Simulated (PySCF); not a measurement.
## Energy of W²⁺ (tungsten, charge +2) between two integer charges

The 5d alpha orbital of [Xe] 4f14 5d4 is emptied in steps (occupation f), with all orbitals relaxed, ending at [Xe] 4f14 5d3. All numbers are calculated (PySCF 2.14, a scalar-relativistic core potential, in def2-SVP with the def2 core potential (60 electrons) (6s3p2d1f, 32 functions)). The exact energy is a straight line in f; departures are measured from the line between the end points of the same method.

```json
{"f": "1", "HSE06 (eV)": "0.000"}
{"f": "0.8", "HSE06 (eV)": "-0.705"}
{"f": "0.6", "HSE06 (eV)": "-1.062"}
{"f": "0.4", "HSE06 (eV)": "-1.065"}
{"f": "0.2", "HSE06 (eV)": "-0.711"}
{"f": "0", "HSE06 (eV)": "0.000"}
```

Task: For HSE06, how does the orbital energy at f = 1 compare with the removal energy?

Result: −ε = 21.572 eV against a total-energy difference of 25.954 eV. By Janak's theorem ε = ∂E/∂f, so the gap between them reflects the curvature. Along the path −ε is 23.293 (f = 0.8), 25.050 (f = 0.6), 26.828 (f = 0.4), 28.615 (f = 0.2) eV.

Reference removal energy between the ground levels: 26 ± 0.4 eV (semi-empirical (NIST evaluation); NIST Atomic Spectra Database, ionization energies). The calculation has no spin-orbit coupling. The determinant left behind need not be the lowest term of the ion.
